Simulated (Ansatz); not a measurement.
Start from `OP[SiH3]` and change one atom or group to get `OP[SiH2][SiH3]`.

Ansatz, PBE0-D4/def2-TZVP geometries, multiplicity 1. Each molecule was computed in one conformer, which needn't be the lowest.

```json
{"property": "size of the dipole moment (ωB97M-V/def2-TZVPP) / D", "`OP[SiH3]`": "0.81"}
{"property": "HOMO energy (PBE0/def2-TZVPP) / eV", "`OP[SiH3]`": "-7.05"}
{"property": "size of the dipole moment (B3LYP/def2-TZVPP) / D", "`OP[SiH3]`": "0.82"}
{"property": "HOMO–LUMO gap (PBE/def2-TZVPP) / eV", "`OP[SiH3]`": "4.34"}
{"property": "LUMO energy (ωB97M-V/def2-TZVPP) / eV", "`OP[SiH3]`": "1.20"}
{"property": "LUMO energy (PBE/def2-TZVPP) / eV", "`OP[SiH3]`": "-1.57"}
```

(1) What does the change do to each property? (Estimate.)

Answers

(1) Ansatz gave: 
```
                                          property  `OP[SiH2][SiH3]`  shift
size of the dipole moment (ωB97M-V/def2-TZVPP) / D              0.79  -0.02
                HOMO energy (PBE0/def2-TZVPP) / eV             -7.02   0.03
  size of the dipole moment (B3LYP/def2-TZVPP) / D              0.80  -0.02
               HOMO–LUMO gap (PBE/def2-TZVPP) / eV              4.18  -0.16
             LUMO energy (ωB97M-V/def2-TZVPP) / eV              0.99  -0.21
                 LUMO energy (PBE/def2-TZVPP) / eV             -1.72  -0.15
```

Dipoles are sizes alone; their direction can turn.

B3LYP here is the variant with VWN-RPA as its local correlation; programs differ in this.
